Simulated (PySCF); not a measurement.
## Correlation energy of Xe²⁺ (xenon, charge +2)

[Kr] 4d10 5s2 5p3 6s1, high-spin 5S determinant (an excited configuration). Computed with PySCF 2.14 in x2c-TZVPPall with one added diffuse shell each of s, p, d, f type (9s7p5d3f, 76 functions), with the spin-free X2C one-electron Hamiltonian (Gaussian nucleus). Frozen: [Kr] 4d10; 6 electrons correlated.

MP2 pair energies summed by pair of shells (mhartree):

| pair | energy | share (%) |
| --- | --- | --- |
| 5s-5p | -40.68 | 52.8 |
| 5p-5p | -13.06 | 17.0 |
| 5p-6s | -9.67 | 12.6 |
| 5s-6s | -6.98 | 9.1 |
| 5s-5s | -6.58 | 8.5 |

Total MP2 correlation energy: -76.97 mhartree.

Same-spin part -25.41 and opposite-spin part -51.56 mhartree; SCS-MP2 scales them by 1/3 and 6/5 to -70.34 mhartree.
